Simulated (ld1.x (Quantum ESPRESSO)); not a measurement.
**Reading a pseudo-wave (Cr)**

Columns: radius, all-electron u(r) and pseudo u(r) of the 3d shell (level -2.91 eV) of chromium in the configuration [Ar] 3d5 4s1 4p0; PBE, scalar-relativistic, PAW scheme, ld1.x (Quantum ESPRESSO) 7.5.

| r (bohr) | all-electron | pseudo |
| --- | --- | --- |
| 0.173 | 0.1463 | 0.0194 |
| 0.345 | 0.4476 | 0.1326 |
| 0.518 | 0.6702 | 0.3497 |
| 0.690 | 0.7781 | 0.5842 |
| 0.862 | 0.8012 | 0.7359 |
| 1.035 | 0.7760 | 0.7693 |
| 1.208 | 0.7281 | 0.7285 |
| 1.380 | 0.6723 | 0.6723 |
| 1.553 | 0.6154 | 0.6154 |
| 1.725 | 0.5614 | 0.5614 |
| 1.898 | 0.5113 | 0.5113 |
| 2.070 | 0.4660 | 0.4660 |
| 2.242 | 0.4250 | 0.4250 |
| 2.415 | 0.3879 | 0.3879 |
| 2.588 | 0.3545 | 0.3545 |
| 2.760 | 0.3244 | 0.3244 |
| 2.932 | 0.2972 | 0.2972 |
| 3.105 | 0.2722 | 0.2722 |
| 3.278 | 0.2496 | 0.2496 |
| 3.450 | 0.2290 | 0.2290 |
| 3.623 | 0.2100 | 0.2100 |
| 3.795 | 0.1928 | 0.1928 |
| 3.968 | 0.1770 | 0.1770 |
| 4.140 | 0.1625 | 0.1625 |
| 4.312 | 0.1493 | 0.1493 |
| 4.485 | 0.1371 | 0.1371 |

How many radial nodes do the two functions have?

The all-electron 3d function has n − l − 1 = 0; the pseudo-wave has 0.

At about which radius was the pseudo-wave matched?

1.30 bohr, where the columns begin to agree (steps of 0.17 bohr).

Is the pseudo-wave norm-conserving?

No, it belongs to a PAW set: the norm inside the radius is not constrained, and the difference is carried by the augmentation charge.
